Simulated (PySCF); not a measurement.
**UHF on Tb⁺ (terbium, charge +1)**

Configuration: [Xe] 4f10, one real determinant (an excited configuration). Computed with PySCF 2.14 in x2c-TZVPPall (11s7p7d4f2g, 113 functions), with scalar relativity by spin-free X2C-1e.

- Total energy: -11703.609658 hartree
- One-electron energy: -16034.3720 hartree
- Hartree (Coulomb) energy: 4586.7038 hartree
- Exchange energy: -255.9415 hartree
- ⟨S²⟩: 6.0137
- ⟨L²⟩: 34.021
- Sum of ⟨r⟩: 37.42 bohr
- Sum of ⟨r²⟩: 43.06 bohr²
- Traceless quadrupole moment −½Σ⟨3z² − r²⟩ along its main axis: -0.0739 e·bohr²
- Langevin diamagnetic susceptibility: -34.1 ×10⁻⁶ cm³/mol

| shell | electrons | mean orbital energy (hartree) | spread (hartree) | rms radius, mean of both spins (bohr) |
| --- | --- | --- | --- | --- |
| 1s α | 1 | -1920.13471 | 0 | 0.0245 |
| 1s β | 1 | -1920.13389 | 0 | 0.0245 |
| 2s α | 1 | -322.67903 | 0 | 0.0989 |
| 2s β | 1 | -322.67650 | 0 | 0.0989 |
| 2p α | 3 | -286.99085 | 0.00193 | 0.0890 |
| 2p β | 3 | -286.98860 | 0.00179 | 0.0890 |
| 3s α | 1 | -73.38447 | 0 | 0.255 |
| 3s β | 1 | -73.29218 | 0 | 0.255 |
| 3p α | 3 | -62.11797 | 0.01159 | 0.255 |
| 3p β | 3 | -62.01348 | 0.00578 | 0.255 |
| 3d α | 5 | -47.16103 | 0.01472 | 0.234 |
| 3d β | 5 | -47.04962 | 0.01604 | 0.234 |
| 4s α | 1 | -15.41318 | 0 | 0.577 |
| 4s β | 1 | -15.16666 | 0 | 0.577 |
| 4p α | 3 | -11.61874 | 0.02024 | 0.612 |
| 4p β | 3 | -11.34452 | 0.00470 | 0.612 |
| 4d α | 5 | -6.27025 | 0.03286 | 0.678 |
| 4d β | 5 | -5.91315 | 0.06398 | 0.678 |
| 5s α | 1 | -2.14521 | 0 | 1.47 |
| 5s β | 1 | -2.04760 | 0 | 1.47 |
| 5p α | 3 | -1.17656 | 0.01014 | 1.76 |
| 5p β | 3 | -1.10452 | 0.00376 | 1.76 |
| 4f α | 7 | -0.41941 | 0.04602 | 1.07 |
| 4f β | 3 | -0.26747 | 0.00925 | 1.07 |

⟨L²⟩ = 34.02 against 42 for a pure I term, so this real determinant mixes terms. Spin-orbit coupling, absent here, splits the open shell strongly.

Densities and radii are taken from the X2C orbitals without a picture-change correction, which distorts them close to the nucleus.

Spin-orbit constants ζ (cm⁻¹) from the X2C one-electron operator on these orbitals: bare nucleus, nucleus screened by l(l+1)(2l+1)/3 electrons, and screened by the Breit-Pauli mean field of the electrons.

```
shell     bare  screened nucleus  mean field
   2p  3859000           3740000         n/a
   3p   804500            779700         n/a
   3d   125800            106400         n/a
   4p   175500            170100         n/a
   4d    22840             19330         n/a
   4f     3012              1714         n/a
   5p    20080             19460         n/a
```

To first order the Landé constant is A = -428.6 cm⁻¹, so the lowest level has J = 8 and lies 0.638 eV below the centre of the term. This holds in LS coupling only.
